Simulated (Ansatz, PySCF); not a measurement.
Reaction (SMILES): NCCN + 2 C (CH4) -> CC (C2H6) + 2 CN (CH5N)
Each molecule is optimised on its own at B3LYP-D3(BJ)/def2-TZVP (Ansatz, an electronic-structure program), one conformer each, not searched for the lowest. Frequencies are from Ansatz or PySCF.

Wanted: bond separation energy (0 K, with B3LYP-D3(BJ) harmonic zero-point energies), in kJ/mol. Correlated levels leave the core frozen unless marked. No spin-orbit coupling. Non-relativistic. CBS marks a two-point X^-3 extrapolation of the correlation energy; Hartree-Fock from the larger set. The bracket is a focal-point correction in the basis named.

```csv
level,program,bond separation energy (kJ/mol)
HF/cc-pwCVTZ,Ansatz,29.9
revPBE/def2-TZVPD,Ansatz,28.0
M06-2X/def2-TZVPD,PySCF,35.7
RPA@PBE/cc-pVTZ,Ansatz,35.6
MP2/6-31G,Ansatz,40.7
CCSD(T)/aug-cc-pVDZ,Ansatz,38.4
"RI-MP2/CBS(cc-pVTZ,cc-pVQZ)+[CCSD(T)-MP2]/cc-pVTZ",Ansatz,39.1
```
